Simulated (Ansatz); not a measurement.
C3H9BSi can be A, `C[SiH]1BCC1`, or B, `C=C([SiH3])BC`.

Program: Ansatz. Geometries: PBE0-D4/def2-TZVP. ΔE: electronic, gas phase. CBS: MP2 limit from def2 TZ/QZ plus the TZ coupled-cluster correction, frozen cores. DFT in def2-TZVPP. Each species was taken in one conformer, which may not be the lowest.

(1) Which isomer does CCSD(T)/CBS put lower? Give the gap. (Estimate.)

(2) Give E(B) − E(A) in kcal/mol with ωB97M-V, r2SCAN-D4, MP2/def2-TZVPP, CCSD/def2-TZVPP, HF/def2-TZVPP, B2PLYP, CCSD(T)/def2-TZVPP. (An estimate is asked.)

Largest T1 diagnostic: 0.011.

## Answers

(1) Ansatz gave: B, by 7.2 kcal/mol.

(2) The calculation gave: ωB97M-V -6.2, r2SCAN-D4 -5.6, MP2/def2-TZVPP -6.8, CCSD/def2-TZVPP -7.9, HF/def2-TZVPP -14.9, B2PLYP -9.6, CCSD(T)/def2-TZVPP -7.9. None reverses the order clearly.

From PBE to PBE0 (25 % exact exchange), in def2-TZVPP and without D4, E(B) − E(A) moves by +1.2 kcal/mol. In def2-TZVPP, CCSD(T) changes the Hartree–Fock value by +7.0 kcal/mol (the triples alone add −0.0 kcal/mol) and MP2 by +8.1 kcal/mol.
